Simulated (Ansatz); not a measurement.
Si(F)(Cl)(Me)2 (C2H6ClFSi), SMILES Cl[Si](C)(C)F.

Coordinates come from a ωB97X-D3(BJ)/def2-SVP optimisation.

Two levels are set side by side: PBE/def2-SVPD (Ansatz, a quantum-chemistry and plane-wave program) and PBE0/def2-SVPD (Ansatz). Energy differences of separate SCF runs at the same geometry; the states with an electron removed or added have multiplicity 2 and 2. Differences are taken from unrounded values.

| quantity | PBE0 | PBE | PBE minus PBE0 |
|---|---|---|---|
| vertical ionisation energy (eV) | 10.84 | 10.39 | -0.45 |
| vertical singlet–triplet gap (eV) | 7.88 | 7.21 | -0.67 |
